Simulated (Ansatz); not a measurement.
Isomers of Si25PH36 (doublet), relaxed with PBE-D4/def2-SVP; total energies from Ansatz at PBE0-D4/def2-SVP.

```csv
isomer,description,energy (Eh)
A,point group not assigned; 31 × Si–Si 2.34 to 2.37 Å; 2 × P–Si 2.28 to 2.29 Å; 35 × H–Si 1.50 to 1.51 Å; 1 × H–P 1.44 Å,-7595.20468
B,point group Cs; 30 × Si–Si 2.34 to 2.36 Å; 4 × P–Si 2.28 to 2.41 Å; 36 × H–Si 1.50 to 1.52 Å,-7595.20876
```

Single mean-field runs in def2-SVP are fitted with def2-universal-jkfit.

Task: Work out the relative energies (1 Eh = 2625.5 kJ/mol) and the Boltzmann populations at 800 K from electronic energies alone (R = 8.314 J/mol/K).

Result: ΔE: A 10.7, B 0.0 kJ/mol. RT = 6.65 kJ/mol. Factors exp(−ΔE/RT): A 0.2, B 1; sum 1.200. Populations: A 16.7 %, B 83.3 %. Zero-point energy, vibrational entropy and symmetry numbers are left out and can shift these; an error of 4 kJ/mol changes a ratio by a factor of 1.8. Over the other density-functional and correlated levels in def2 sets, the gap between B and A ranges from 2 to 23 kJ/mol.
